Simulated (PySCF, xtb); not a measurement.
Si(H)(Cl)2(vinyl) (C2H4Cl2Si), SMILES C(=C)[SiH](Cl)Cl.

xtb with GFN2-xTB at its own geometry gives an orbital gap of 4.49 eV and a dipole moment of 2.21 D.

Geometry optimised at B3LYP-D3(BJ)/def2-SVP. The values are those of a single conformer.

**Question.** What does PySCF with PBE/def2-TZVP give? (An estimate is asked for; the answer gives what the named calculation found.)

**Answer.** gap 5.19 eV (levels -7.33 and -2.14 eV), dipole 2.20 D.
